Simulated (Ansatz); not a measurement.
The molecule NaF-, multiplicity 2 (lowest of 2S+1 = 2, 4 at CCSD(T)/def2-TZVPP on PBE0 minima; our sources give no spin for the ground state, which may be another).

Constants: fifth-degree fit in 1/R to seven points, most abundant isotopes. Runs in def2 and cc sets follow the lowest solution found near the PBE0 minimum.

Correlated levels freeze the inner cores; with def2 sets outer-core shells near the valence are correlated too.

Codes used: Ansatz (Gaussian basis) for Hartree–Fock, density functionals and correlated methods. 

Q: What bond length and harmonic frequency does r2SCAN/def2-TZVPP give?

A: r_e = 2.003 Å, ω_e = 445 cm⁻¹.

Q: What bond length and harmonic frequency does CCSD(T)/def2-TZVPP give?

A: r_e = 1.996 Å, ω_e = 449 cm⁻¹.

Q: What bond length and harmonic frequency does CCSD(T)/def2-QZVPP give?

A: r_e = 1.998 Å, ω_e = 456 cm⁻¹.

Ansatz is a quantum-chemistry and plane-wave program.
